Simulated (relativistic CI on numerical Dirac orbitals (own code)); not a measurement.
# Level scheme of K XVI

Calculated at this level of theory: Dirac-Coulomb-Breit CI, orbitals from a KLI potential per configuration, model QED, unscaled Slater integrals (own radial code, finite nucleus).

Configuration list (outside the closed core 1s2): 2s2, 2s 2p, 2p2, 2p 3s, 2p 3p, 2s 3s, 2s 3p, 2s 3d, 2s 4s, 2s 4p, 2s 4d, 2s 4f, 2s 5s, 2s 5p, 2s 5d, 2s 5f, 2s 5g, 3s2, 3s 3p, 3p2. Levels of other configurations are missing.

| No. | Configuration | Term | J | E (10³ cm⁻¹) | % | Landé g |
| --- | --- | --- | --- | --- | --- | --- |
| 1 | 2s2 | 1S | 0 | 0.0 | 95 |  |
| 2 | 2s 2p | 3P° | 0 | 244.6 | 100 |  |
| 3 | 2s 2p | 3P° | 1 | 253.7 | 100 | 1.497 |
| 4 | 2s 2p | 3P° | 2 | 275.2 | 100 | 1.499 |
| 5 | 2s 2p | 1P° | 1 | 498.3 | 100 | 1.000 |
| 6 | 2p2 | 3P | 0 | 649.7 | 99 |  |
| 7 | 2p2 | 3P | 1 | 663.0 | 100 | 1.499 |
| 8 | 2p2 | 3P | 2 | 679.5 | 95 | 1.476 |
| 9 | 2p2 | 1D | 2 | 749.5 | 95 | 1.021 |
| 10 | 2p2 | 1S | 0 | 916.1 | 94 |  |
| 11 | 2s 3s | 3S | 1 | 4446.0 | 98 | 2.000 |
| 12 | 2s 3s | 1S | 0 | 4492.7 | 96 |  |
| 13 | 2s 3p | 1P° | 1 | 4564.1 | 51 | 1.219 |
| 14 | 2s 3p | 3P° | 0 | 4565.3 | 99 |  |
| 15 | 2s 3p | 3P° | 1 | 4571.4 | 55 | 1.280 |
| 16 | 2s 3p | 3P° | 2 | 4574.1 | 99 | 1.500 |
| 17 | 2s 3d | 3D | 1 | 4631.8 | 98 | 0.498 |
| 18 | 2s 3d | 3D | 2 | 4632.9 | 98 | 1.166 |
| 19 | 2s 3d | 3D | 3 | 4634.8 | 99 | 1.333 |
| 20 | 2s 3d | 1D | 2 | 4681.7 | 98 | 0.999 |
| 21 | 2p 3s | 3P° | 0 | 4755.3 | 99 |  |
| 22 | 2p 3s | 3P° | 1 | 4762.6 | 94 | 1.471 |
| 23 | 2p 3s | 3P° | 2 | 4787.3 | 99 | 1.499 |
| 24 | 2p 3s | 1P° | 1 | 4825.1 | 86 | 1.026 |
| 25 | 2p 3p | 3D | 1 | 4828.2 | 51 | 0.755 |
| 26 | 2p 3p | 3D | 1 | 4850.1 | 44 | 0.876 |
| 27 | 2p 3p | 3D | 2 | 4850.8 | 95 | 1.170 |
| 28 | 2p 3p | 3D | 3 | 4873.2 | 99 | 1.333 |
| 29 | 2p 3p | 3P | 0 | 4882.4 | 97 |  |
| 30 | 2p 3p | 3S | 1 | 4882.9 | 62 | 1.737 |
| 31 | 2p 3p | 3P | 1 | 4898.2 | 73 | 1.628 |
| 32 | 2p 3p | 3P | 2 | 4904.3 | 91 | 1.460 |
| 33 | 2p 3p | 1D | 2 | 4938.3 | 91 | 1.034 |
| 34 | 2p 3p | 1S | 0 | 4996.5 | 94 |  |
| 35 | 2s 4s | 3S | 1 | 5958.3 | 100 | 2.001 |
| 36 | 2s 4s | 1S | 0 | 5977.5 | 100 |  |
| 37 | 2s 4p | 3P° | 0 | 6001.9 | 100 |  |
| 38 | 2s 4p | 3P° | 1 | 6002.8 | 96 | 1.482 |
| 39 | 2s 4p | 3P° | 2 | 6005.5 | 100 | 1.500 |
| 40 | 2s 4p | 1P° | 1 | 6012.1 | 96 | 1.018 |
| 41 | 2s 4d | 3D | 1 | 6030.3 | 100 | 0.499 |
| 42 | 2s 4d | 3D | 2 | 6030.6 | 100 | 1.166 |
| 43 | 2s 4d | 3D | 3 | 6031.3 | 100 | 1.333 |
| 44 | 2s 4f | 3F° | 2 | 6046.4 | 100 | 0.666 |
| 45 | 2s 4f | 3F° | 3 | 6046.6 | 99 | 1.082 |
| 46 | 2s 4f | 3F° | 4 | 6046.9 | 100 | 1.250 |
| 47 | 2s 4d | 1D | 2 | 6046.9 | 100 | 1.000 |
| 48 | 2s 4f | 1F° | 3 | 6049.6 | 99 | 1.000 |
| 49 | 2s 5s | 3S | 1 | 6635.7 | 100 | 2.001 |
| 50 | 2s 5s | 1S | 0 | 6644.3 | 100 |  |
| 51 | 2s 5p | 3P° | 0 | 6657.6 | 100 |  |
| 52 | 2s 5p | 3P° | 1 | 6658.0 | 96 | 1.479 |
| 53 | 2s 5p | 3P° | 2 | 6659.4 | 100 | 1.500 |
| 54 | 2s 5p | 1P° | 1 | 6662.3 | 96 | 1.021 |
| 55 | 2s 5d | 3D | 1 | 6671.9 | 100 | 0.499 |
| 56 | 2s 5d | 3D | 2 | 6672.1 | 100 | 1.166 |
| 57 | 2s 5d | 3D | 3 | 6672.4 | 100 | 1.333 |
| 58 | 2s 5d | 1D | 2 | 6679.5 | 100 | 1.000 |
| 59 | 2s 5f | 3F° | 2 | 6679.5 | 100 | 0.666 |
| 60 | 2s 5f | 3F° | 3 | 6679.6 | 99 | 1.083 |
| 61 | 2s 5f | 3F° | 4 | 6679.8 | 100 | 1.250 |
| 62 | 2s 5g | 3G | 3 | 6681.2 | 100 | 0.749 |
| 63 | 2s 5g | 3G | 4 | 6681.2 | 76 | 1.038 |
| 64 | 2s 5g | 3G | 5 | 6681.3 | 100 | 1.200 |
| 65 | 2s 5g | 1G | 4 | 6681.4 | 76 | 1.012 |
| 66 | 2s 5f | 1F° | 3 | 6681.5 | 99 | 1.000 |

Energies count from the lowest computed level; ° marks odd parity.

The mean weight of the leading LS term, summed over parents, in these 66 levels is 94 %, and that of the leading jj configuration (from the same eigenvectors) 85 %.

At this charge energies of transitions that change n are usually good to better than 1 %, and those within a shell (Δn = 0) to a few per cent.

LS names give the leading component of a level, which can be under half, so a name can repeat, a term be missing and a line seem to break the LS rules.
